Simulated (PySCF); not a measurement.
Correlation energy of Tb³⁺ (terbium, charge +3)

[Xe] 4f8, high-spin 7F determinant. All numbers are calculated (PySCF 2.14, scalar relativity by spin-free X2C-1e, in ANO-RCC-VTZP (8s7p5d3f2g1h, 104 functions)). Frozen: [Ar] 3d10; 34 electrons correlated.

MP2 pair energies summed by pair of shells (mhartree):

```
 pair   energy  share (%)
4d-4f  -263.55       21.0
4f-4f  -188.31       15.0
4f-5p  -188.25       15.0
5p-5p  -130.87       10.4
4d-4d  -116.57        9.3
4d-5p   -89.45        7.1
4p-4d   -58.61        4.7
4p-4f   -50.85        4.1
4f-5s   -40.91        3.3
5s-5p   -36.19        2.9
4d-5s   -26.58        2.1
4p-4p   -13.94        1.1
4s-4d   -10.11        0.8
4p-5p    -9.96        0.8
4s-4f    -9.70        0.8
4s-4p    -6.63        0.5
5s-5s    -6.50        0.5
4p-5s    -4.97        0.4
4s-5p    -1.24        0.1
4s-4s    -1.07        0.1
4s-5s    -0.45        0.0
```

Total MP2 correlation energy: -1254.7 mhartree.

Same-spin part -500.49 and opposite-spin part -754.23 mhartree; SCS-MP2 scales them by 1/3 and 6/5 to -1071.9 mhartree.
